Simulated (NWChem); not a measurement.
System: BNH₃F; SMILES NBF

The following NWChem deck was run.

```
start job
memory heap 200 mb stack 900 mb global 1100 mb
geometry units angstroms noautosym nocenter noautoz
  B     -0.486616     0.073353     0.000000
  H     -1.681822     0.102167     0.000000
  F      0.196205     1.230028     0.000000
  N      0.208728    -1.139008     0.000000
  H      1.218733    -1.194037     0.000000
  H     -0.257592    -2.033736     0.000000
end
basis spherical
  B library pcsseg-1
  H library pcsseg-1
  F library pcsseg-1
  N library pcsseg-1
end
dft
  xc bhlyp
  iterations 150
end
property
  shielding
end
task dft property
```

The geometry was optimised at B3LYP/6-31G* (spherical d).

GIAO values for the isolated, static molecule; σ is the absolute isotropic shielding, δ = σ(reference) − σ with the isolated reference molecule computed at the same levels (11B: boron trifluoride, 19F: trichlorofluoromethane, 1H: tetramethylsilane, 15N: ammonia).

Atoms are numbered as in the input.

Question: Give the results of this calculation. (BHandHLYP/pcSseg-1, GIAO.) Quantities: δ B1 (ppm); δ H2 (ppm); δ F3 (ppm); δ N4 (ppm); δ H5 (ppm); δ H6 (ppm).

Answer: 
```yaml
"δ B1 (ppm)": 17.1
"δ H2 (ppm)": 4.10
"δ F3 (ppm)": -106.7
"δ N4 (ppm)": 84.3
"δ H5 (ppm)": 3.15
"δ H6 (ppm)": 3.21
```
